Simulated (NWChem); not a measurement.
Molecule: C2H3F2, doublet; SMILES C[C](F)F

```xyz
7

C      0.0565    -1.3810     0.0000
C     -0.2981     0.0581     0.0000
F      0.0554     0.7327    -1.0872
F      0.0554     0.7327     1.0872
H      1.1552    -1.5106     0.0000
H     -0.3518    -1.8699    -0.8942
H     -0.3518    -1.8699     0.8942
```
Atoms are numbered in this order, from 1.

All runs: NWChem. Spin-unrestricted. Medium grid unless said otherwise, to which SCAN and Minnesota functionals are sensitive. In the optimisation the excess spin sits in a' (Cs, its own frame). All runs use the structure optimised with PBE0/def2-SVP, spin-unrestricted. No stability test was run on the SCF state. Total energies of different functionals are on different scales.

```csv
level,energy (Ha),highest occupied level (eV),"lowest empty minus highest occupied level, either spin (eV)",dipole (D),<S²>
B3LYP/def2-SVP,-277.4310,-5.83,4.36,1.79,0.752
PBE/def2-SVP,-277.1392,-4.37,2.17,1.63,0.752
RPBE/def2-SVP,-277.4114,-4.34,2.27,1.59,0.752
r2SCAN0/def2-SVP,-277.2682,-6.64,…,…,0.754
MN15/def2-SVP,-277.1485,-6.67,6.34,1.87,0.752
TPSS/def2-SVP,-277.4603,-4.64,2.64,1.69,0.752
PBE0/def2-SVP,-277.1501,-6.18,5.20,1.85,0.752
```

**Question.** Some entries are withheld; supply them.

**Answer.** 
- r2SCAN0/def2-SVP, lowest empty minus highest occupied level, either spin (eV): 6.16
- r2SCAN0/def2-SVP, dipole (D): 1.95
